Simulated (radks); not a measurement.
Q: The mean radii <r> (bohr) of the occupied orbitals of an atom or ion are listed with their occupations. All-electron calculation, scalar-relativistic Kohn-Sham, LDA (Slater exchange, VWN5 correlation), spin-polarised, spherical densities, finite nucleus; Fermi nuclear charge, rms radius of each element as measured or else 0.836 A^(1/3) + 0.57 fm. Program: a radial shooting solver on a logarithmic mesh with Libxc functionals.

orbital  occ.     <r>
1s          2  0.4206

Name the element and its charge. Open shells, if any, are filled with parallel spins first.

A: Z = 4, beryllium, charge +2: Be2+ in [He]. The 1s radius gives Z: for a bare nucleus <r> = (2 gamma + 1)/(2Z) with gamma = sqrt(1 - (Z/c)^2), 0.3749 bohr for Z = 4, and screening makes it slightly larger (0.4206 here). The occupations add up to 2, and the charge is Z minus that.
